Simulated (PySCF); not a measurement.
CdHI, SMILES [I][CdH]. Geometry: PBE0-D3(BJ)/def2-TZVP. The def2 effective core potentials stand for the cores of Cd, I; spin–orbit coupling is left out.

Q: Give the equilibrium geometry at PBE0-D3(BJ)/def2-TZVP (PySCF confirms it by a frequency run) as bond lengths and angles, and its point group. (Estimate from the structure and the level; the computed values follow.)

A: point group C∞v.
Atoms: Cd1 H2 I3. Bond lengths (Å): Cd1–H2 1.663, Cd1–I3 2.599. Bond angles (°): H2–Cd1–I3 180.0.
Charge 0, spin multiplicity 1.
